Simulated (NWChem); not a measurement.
System: BH3SO; SMILES OBS

Output (shortened):

```
             Northwest Computational Chemistry Package (NWChem) 7.3.0
             --------------------------------------------------------

 CS  symmetry detected

                             Geometry "geometry" -> ""
                             -------------------------

 Output coordinates in angstroms (scale by  1.889725989 to convert to a.u.)

  No.       Tag          Charge          X              Y              Z
 ---- ---------------- ---------- -------------- -------------- --------------
    1 B                    5.0000    -0.56637446    -0.59658737     0.00000000
    2 H                    1.0000    -1.74900739    -0.73701795     0.00000000
    3 O                    8.0000     0.20059144    -1.71402608     0.00000000
    4 H                    1.0000     1.15577527    -1.55130546     0.00000000
    5 S                   16.0000     0.02856305     1.13010818     0.00000000
    6 H                    1.0000     1.36336411     0.90173804     0.00000000

 Effective nuclear repulsion energy (a.u.)      87.9959064441

      Symmetry information
      --------------------

 Group name             Cs
 Group number              2
 Group order               2
 No. of unique centers     6

  pbe96 is a nonlocal functional; adding pw91lda local functional.

                                 NWChem DFT Module
                                 -----------------

 Summary of "ao basis" -> "ao basis" (spherical)
 ------------------------------------------------------------------------------
       Tag                 Description            Shells   Functions and Types
 ---------------- ------------------------------  ------  ---------------------
 B                          6-31+g*                  8       18   4s3p1d
 H                          6-31+g*                  2        2   2s
 O                          6-31+g*                  8       18   4s3p1d
 S                          6-31+g*                 10       22   5s4p1d

      Symmetry analysis of basis
      --------------------------

        a'         48
        a"         16

            General Information
            -------------------
          SCF calculation type: DFT
          Wavefunction type:  closed shell.
          No. of atoms     :     6
          No. of electrons :    32
           Alpha electrons :    16
            Beta electrons :    16
          Charge           :     0
          Spin multiplicity:     1
          Use of symmetry is: on ; symmetry adaption is: on
          Maximum number of iterations: 150
          AO basis - number of functions:    64
                     number of shells:    32
          Convergence on energy requested:  1.00D-06
          Convergence on density requested:  1.00D-05
          Convergence on gradient requested:  5.00D-04

              XC Information
              --------------
          PerdewBurkeErnzerhof Exchange Functional  1.000
            Perdew 1991 LDA Correlation Functional  1.000 local
           PerdewBurkeErnz. Correlation Functional  1.000 non-local

             Grid Information
             ----------------
          Grid used for XC integration:  medium
          Radial quadrature: Mura-Knowles
          Angular quadrature: Lebedev.
          Tag              B.-S. Rad. Rad. Pts. Rad. Cut. Ang. Pts.
          ---              ---------- --------- --------- ---------
          B                   0.85       49          11.0       434
          H                   0.35       45          11.0       434
          O                   0.60       49          12.0       434
          S                   1.00       88          12.0       590
          Grid pruning is: on
          Number of quadrature shells:   321
          Spatial weights used:  Erf1

      Superposition of Atomic Density Guess
      -------------------------------------

 Sum of atomic energies:        -498.23758804

      Non-variational initial energy
      ------------------------------

 Total energy =    -499.269204
 1-e energy   =    -860.692570
 2-e energy   =     273.427459
 HOMO         =      -0.342193
 LUMO         =       0.034335

      Symmetry analysis of molecular orbitals - initial
      -------------------------------------------------

  Numbering of irreducible representations:

     1 a'          2 a"

  Orbital symmetries:

     1 a'          2 a'          3 a'          4 a'          5 a'
     6 a'          7 a"          8 a'          9 a'         10 a'
    11 a'         12 a'         13 a"         14 a'         15 a'
    16 a"         17 a'         18 a"         19 a'         20 a'
    21 a'         22 a"         23 a'         24 a'         25 a"
    26 a'

     ---------------------------------------------
      Total Density - Mulliken Population Analysis
     ---------------------------------------------

    Atom       Charge   Shell Charges
 -----------   ------   -------------------------------------------------------
    1 B    5     4.59   2.00  0.60  1.07  0.39  0.33  0.05  0.05  0.08
    2 H    1     0.99   0.50  0.49
    3 O    8     8.94   2.00  0.94  3.12  0.89  1.86  0.02  0.10  0.01
    4 H    1     0.40   0.35  0.05
    5 S   16    16.33   2.00  2.00  5.98  1.32  3.13  0.53  1.37 -0.06  0.03  0.03
    6 H    1     0.75   0.39  0.36

   convergence    iter        energy       DeltaE   RMS-Dens  Diis-err
 ---------------- ----- ----------------- --------- --------- ---------
 d= 0,ls=0.0,diis     1   -499.7444237726 -5.88D+02  2.13D-02  6.05D-01
 d= 0,ls=0.0,diis     2   -499.6279023896  1.17D-01  1.26D-02  1.84D+00
 d= 0,ls=0.0,diis     3   -499.8083515140 -1.80D-01  4.80D-03  9.24D-02
 d= 0,ls=0.0,diis     4   -499.8158223662 -7.47D-03  2.51D-03  1.71D-02
 d= 0,ls=0.0,diis     5   -499.8184902467 -2.67D-03  6.35D-04  1.05D-03
  Resetting Diis
 d= 0,ls=0.0,diis     6   -499.8186629743 -1.73D-04  1.56D-04  5.42D-05
 d= 0,ls=0.0,diis     7   -499.8186725701 -9.60D-06  6.25D-05  2.73D-06
 d= 0,ls=0.0,diis     8   -499.8186721718  3.98D-07  3.59D-05  5.27D-06
 d= 0,ls=0.0,diis     9   -499.8186729976 -8.26D-07  4.01D-06  2.54D-07

         Total DFT energy =     -499.818672997600
      One electron energy =     -862.974727530233
           Coulomb energy =      314.316373743987
    Exchange-Corr. energy =      -39.156225655436
 Nuclear repulsion energy =       87.995906444082

 Numeric. integr. density =       32.000010391144

                  Occupations of the irreducible representations
                  ----------------------------------------------

                     irrep           alpha         beta
                     --------     --------     --------
                     a'               13.0         13.0
                     a"                3.0          3.0

                       DFT Final Molecular Orbital Analysis
                       ------------------------------------

 Vector   14  Occ=2.000000D+00  E=-3.314410D-01  Symmetry=a'
              MO Center= -5.6D-01,  1.8D-01,  1.3D-15, r^2= 3.0D+00
   Bfn.  Coefficient  Atom+Function         Bfn.  Coefficient  Atom+Function
  ----- ------------  ---------------      ----- ------------  ---------------
    47      0.316552  5 S  px                46     -0.266177  5 S  s
     3     -0.259522  1 B  px                50     -0.238675  5 S  s
    64      0.234948  6 H  s                 19      0.233302  2 H  s
    20      0.232710  2 H  s                 63      0.187087  6 H  s
    48     -0.185352  5 S  py                 6      0.148210  1 B  s

 Vector   15  Occ=2.000000D+00  E=-2.839829D-01  Symmetry=a'
              MO Center= -2.3D-01, -2.6D-02, -1.8D-15, r^2= 3.3D+00
   Bfn.  Coefficient  Atom+Function         Bfn.  Coefficient  Atom+Function
  ----- ------------  ---------------      ----- ------------  ---------------
    48      0.507407  5 S  py                24      0.308214  3 O  py
    52      0.219899  5 S  py                 4     -0.215719  1 B  py
    28      0.202632  3 O  py                44     -0.195393  5 S  py
     3     -0.166723  1 B  px                19      0.158981  2 H  s
    20      0.150822  2 H  s                 23      0.127631  3 O  px

 Vector   16  Occ=2.000000D+00  E=-2.471628D-01  Symmetry=a"
              MO Center=  2.0D-02,  7.7D-01, -3.0D-15, r^2= 2.2D+00
   Bfn.  Coefficient  Atom+Function         Bfn.  Coefficient  Atom+Function
  ----- ------------  ---------------      ----- ------------  ---------------
    49      0.653947  5 S  pz                53      0.353845  5 S  pz
    45     -0.249136  5 S  pz                25     -0.218776  3 O  pz
    29     -0.157904  3 O  pz                 5      0.097003  1 B  pz
     9      0.069983  1 B  pz                33     -0.045935  3 O  pz
    57      0.040057  5 S  pz                15      0.028827  1 B  d -1

 Vector   17  Occ=0.000000D+00  E=-3.915917D-02  Symmetry=a'
              MO Center=  1.2D+00, -1.0D-01, -6.1D-15, r^2= 6.5D+00
   Bfn.  Coefficient  Atom+Function         Bfn.  Coefficient  Atom+Function
  ----- ------------  ---------------      ----- ------------  ---------------
    10      1.651280  1 B  s                 54     -0.808833  5 S  s
    64      0.579577  6 H  s                 30     -0.564374  3 O  s
    11      0.554056  1 B  px                51     -0.529323  5 S  px
    40      0.447899  4 H  s                 50     -0.387720  5 S  s
    12      0.354955  1 B  py                47     -0.333880  5 S  px

[...]
```

Level: PBE/6-31+G* (spherical d). All runs use the structure optimised with B3LYP/6-31G* (spherical d).

Task: Reconstruct the input file.

Result: One answer among several that fit: the input that was run:
```
start job
memory heap 200 mb stack 900 mb global 1100 mb
geometry units angstroms noautoz
  B     -0.567755    -0.603274     0.000000
  H     -1.750495    -0.742800     0.000000
  O      0.198356    -1.721299     0.000000
  H      1.153664    -1.559309     0.000000
  S      0.028503     1.122966     0.000000
  H      1.363129     0.893575     0.000000
end
basis spherical
  * library 6-31+g*
end
dft
  xc xpbe96 cpbe96
  iterations 150
  mulliken
end
task dft energy
```
